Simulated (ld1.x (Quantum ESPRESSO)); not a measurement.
An all-electron radial function and its pseudo partner (chlorine)

Columns: radius, all-electron u(r) and pseudo u(r) of the 3p shell (level -8.60 eV) of chlorine in the configuration [Ne] 3s2 3p5; PBE, scalar-relativistic, RRKJ scheme, ld1.x (Quantum ESPRESSO) 7.5.

```tsv
r (bohr)	all-electron	pseudo
0.070	0.1210	-0.0030
0.140	0.2748	-0.0125
0.210	0.3525	-0.0290
0.280	0.3496	-0.0538
0.350	0.2871	-0.0878
0.420	0.1876	-0.1316
0.490	0.0695	-0.1847
0.560	-0.0542	-0.2462
0.630	-0.1749	-0.3137
0.700	-0.2873	-0.3846
0.770	-0.3883	-0.4554
0.840	-0.4769	-0.5229
0.910	-0.5527	-0.5843
0.980	-0.6162	-0.6375
1.050	-0.6674	-0.6814
1.120	-0.7075	-0.7158
1.190	-0.7372	-0.7415
1.260	-0.7578	-0.7594
1.330	-0.7703	-0.7706
1.400	-0.7759	-0.7759
1.470	-0.7756	-0.7756
1.540	-0.7702	-0.7702
1.610	-0.7607	-0.7607
1.680	-0.7477	-0.7477
1.750	-0.7320	-0.7320
1.820	-0.7142	-0.7142
```

**Question.** How many radial nodes do the two functions have?

**Answer.** The all-electron 3p function has n − l − 1 = 1; the pseudo-wave has 0, since the states of the same l below it are removed with the core.

**Question.** At about which radius was the pseudo-wave matched?

**Answer.** 1.40 bohr, where the columns begin to agree (steps of 0.07 bohr).

**Question.** Where does each function peak?

**Answer.** Outermost all-electron maximum near 1.40 bohr, pseudo maximum near 1.40 bohr (to the table’s step).

**Question.** Is the pseudo-wave norm-conserving?

**Answer.** Yes: the RRKJ scheme keeps the norm inside the radius equal to the all-electron one, which fixes the energy derivative of the logarithmic derivative at the level.
